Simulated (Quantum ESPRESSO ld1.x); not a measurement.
Results of a calculation; reference values are marked as such.
Question: The table gives one normalised radial function P(r) = r R(r) (large component) of Pb66+ in [Ne] 3s2 3p4 (r in bohr). Code: ld1.x of Quantum ESPRESSO 7.5. Model: Dirac Kohn-Sham, PBE, spin-unpolarised, spherical densities, point nucleus; open shells fill j = l - 1/2 first.

| r | P |
|---|---|
| 0.001452 | 0.0177 |
| 0.001802 | 0.0263 |
| 0.002237 | 0.0390 |
| 0.002754 | 0.0568 |
| 0.003418 | 0.0834 |
| 0.004242 | 0.1216 |
| 0.005265 | 0.1759 |
| 0.006534 | 0.2518 |
| 0.00811 | 0.3558 |
| 0.01006 | 0.4943 |
| 0.01249 | 0.6724 |
| 0.0155 | 0.8905 |
| 0.01924 | 1.1394 |
| 0.02388 | 1.3934 |
| 0.02964 | 1.6030 |
| 0.03649 | 1.6915 |
| 0.04529 | 1.5709 |
| 0.05621 | 1.1412 |
| 0.06976 | 0.3626 |
| 0.08658 | -0.6872 |
| 0.1075 | -1.7730 |
| 0.1334 | -2.5472 |
| 0.1655 | -2.7110 |
| 0.2054 | -2.2282 |
| 0.2549 | -1.3978 |
| 0.3164 | -0.6443 |
| 0.3927 | -0.2056 |
| 0.4874 | -0.0419 |

Which n and l does it have? It may be an empty orbital.

Answer: n = 3, l = 1: the number of nodes gives n - l - 1 = 1, the rise at small r points to l (this Dirac orbital starts as r^gamma with gamma = sqrt((l + 1)^2 - (Z/c)^2) = 1.91; the j = 3/2 orbital of l + 1 starts with the same power, but with a smaller coefficient, and then steepens), and the extent must fit the shell. The curve is that of 3p3/2; the two j differ most near the nucleus, where j = l - 1/2 has the larger amplitude, and in heavy atoms j = l - 1/2 is also the more compact. 3p3/2: eigenvalue -7585.9 eV, 1 radial node at r = 0.0755 bohr, <r> = 0.165 bohr, 90 % of the charge inside 0.245 bohr.
